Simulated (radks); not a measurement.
Initial-state core-level shifts of neutral niobium when its valence configuration changes from [Kr] 4d4 5s1. All-electron calculation, Dirac Kohn-Sham, PBEsol, spin-unpolarised, spherical densities, finite nucleus; open shells are shared between the two j in proportion to 2j + 1; Fermi nuclear charge, rms radius 4.324 fm. Program: a radial shooting solver on a logarithmic mesh with Libxc functionals. Shifts are changes of the shell-averaged eigenvalues in eV (positive: less bound); the change of the density at the nucleus, which sets a Mossbauer isomer shift, is in e/bohr^3, on a base of 8.236e+04.

valence	1s	2s	2p	4s	density at nucleus
4d3 5s2	-2.449	-2.650	-2.635	-2.425	+13.038
4d4 5p1	-1.247	-1.200	-1.202	-1.251	-9.470
4d5	+1.759	+1.910	+1.899	+1.811	-10.118
4d4 5s0.5 5p0.5	-0.640	-0.617	-0.617	-0.642	-4.598
4d3 5s1.5 5p0.5	-3.120	-3.305	-3.290	-3.092	+8.216
4d3 5s1 5p1	-3.758	-3.927	-3.913	-3.726	+3.087
4d3.5 5s1 5p0.5	-1.800	-1.874	-1.867	-1.800	+1.396
4d4.5 5s0.5	+0.967	+1.048	+1.042	+0.987	-5.357
4d3.5 5s1.5	-1.141	-1.234	-1.227	-1.141	+6.091
